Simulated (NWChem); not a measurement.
Species: C$_{3}$Cl$_{2}$F$_{2}$; SMILES FC(F)=C=C(Cl)Cl

Results from NWChem. Coordinates come from a PBE-D3(BJ)/def2-SVP optimisation. Level: PBE/def2-SVP with SMD (1 M gas to 1 M solution), gas-phase geometry.

| solvent | dielectric constant | solvation free energy (kcal/mol) | cavity-dispersion-structure term (kcal/mol) | dipole in solution (D) |
|---|---|---|---|---|
| water | 78.4 | 3.5 | 4.3 | 0.13 |
| ethanol | 24.9 | -0.9 | -0.1 | 0.12 |
| methanol | 32.6 | -0.7 | 0.1 | 0.12 |
| ethyl acetate | 5.99 | -1.2 | -0.6 | 0.09 |
